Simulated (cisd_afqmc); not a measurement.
Input (X2C-AFQMC/CISD/cc-pwCVTZ-DK; cisd_afqmc is a phaseless AFQMC code with CISD trial states that reads the integrals written by Ansatz): The .json basis holds the Basis Set Exchange's core-valence set for the 3d metal and cc-pVXZ-DK of the same size for its partners.

Ansatz 0.2 input:
```python
import cisd_afqmc

open("ham.yaml", "w").write("""\
crystal:
  periodic: [false, false, false]
  atoms:
    - {symbol: Ni, position_ang: [0.00000000, 0.00000000, 0.00000000]}
basis:
  gaussian:
    orbitals: cc-pwCVTZ-DK.json
magnetization: {spin_polarized: true, initial_magnetization: 2}
correlation: {method: ccsd, frozen_orbitals: {Ni: 5}, hamiltonian_folder: ham}
scf: {lower_state_search: full}
""")
rep = cisd_afqmc.ansatz("ham.yaml")
e_ccsd = rep["correlation"]["coupled_cluster"]["energy"]["hartree"]
out = cisd_afqmc.run("ham", e_ccsd, trial="CISD", walkers=100, populations=8, threads=8, dt=0.005, steps=40, early=36, settle=10, least=32,
    cut=5e-5, rank_cut=2e-4, target=0.0003, seconds=3000, seed=4, memory=17280, gpu=False)
```

Output:

```
orbitals 97, occupied [10, 8], factors 571 of 624, rank of the doubles 863 of 1582
E(HF) = -1519.106792
E(CCSD) on the cut factors = -1519.860265, shift to the whole factors -0.000018
Energy of the trial state on the determinant = -1519.860283
  tau behind 10.8 of longer steps, mean of the populations' last blocks
   2.0  -1519.88049
   4.0  -1519.88131
   6.0  -1519.87915
   8.0  -1519.87609
  10.0  -1519.87937
  12.0  -1519.87845
  14.0  -1519.87812
  16.0  -1519.87957
  18.0  -1519.87888
  20.0  -1519.87848
  22.0  -1519.87800
  24.0  -1519.88027
  26.0  -1519.87814
  28.0  -1519.87790
blocks 1095 (4 outliers left out), error by blocks joined: 1: 0.00030, 2: 0.00032, 4: 0.00034, 8: 0.00036, 16: 0.00037
E(AFQMC/CISD) = -1519.87854 +/- 0.00037
```
